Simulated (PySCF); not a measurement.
## SMILES c1c(C=C)ccc(OC)c1, C9H10O

Geometry:
| atom | x (Å) | y (Å) | z (Å) |
| --- | --- | --- | --- |
| C1 | -4.067 | 0.308 | 0.229 |
| C2 | -3.187 | -0.624 | -0.160 |
| C3 | -1.724 | -0.537 | -0.147 |
| C4 | -0.962 | -1.630 | -0.598 |
| C5 | 0.423 | -1.602 | -0.607 |
| C6 | 1.104 | -0.463 | -0.158 |
| O7 | 2.450 | -0.515 | -0.199 |
| C8 | 3.182 | 0.594 | 0.239 |
| C9 | 0.368 | 0.639 | 0.295 |
| C10 | -1.023 | 0.592 | 0.296 |
| H11 | -3.756 | 1.282 | 0.617 |
| H12 | -5.141 | 0.123 | 0.171 |
| H13 | -3.581 | -1.575 | -0.538 |
| H14 | -1.479 | -2.527 | -0.951 |
| H15 | 1.009 | -2.453 | -0.957 |
| H16 | 2.966 | 1.494 | -0.363 |
| H17 | 4.243 | 0.337 | 0.122 |
| H18 | 2.987 | 0.824 | 1.302 |
| H19 | 0.869 | 1.540 | 0.650 |
| H20 | -1.573 | 1.464 | 0.655 |

Computed, not measured: PySCF 2.14.0, quadratic response CAM-B3LYP/aug-cc-pVDZ first hyperpolarisability, Taylor convention, gas phase. Geometry: PBE0-D3(BJ)/def2-SVP.

Problem. Give the tensor of the static β(0;0,0) in the axes of these coordinates.

Solution. In au, Taylor convention; rows are the first index (the induced dipole):
|  | xx | yy | zz | xy | xz | yz |
| --- | --- | --- | --- | --- | --- | --- |
| x | +813.1 | -21.7 | +46.3 | -63.3 | -35.6 | -32.0 |
| y | -63.3 | -9.2 | -19.0 | -21.7 | -32.0 | +25.7 |
| z | -35.6 | +25.7 | -39.2 | -32.0 | +46.3 | -19.0 |

Norm of βᵢ = ⅓ Σⱼ (βᵢⱼⱼ + βⱼᵢⱼ + βⱼⱼᵢ): 844.1 au, hyper-Rayleigh value 347.2 au.
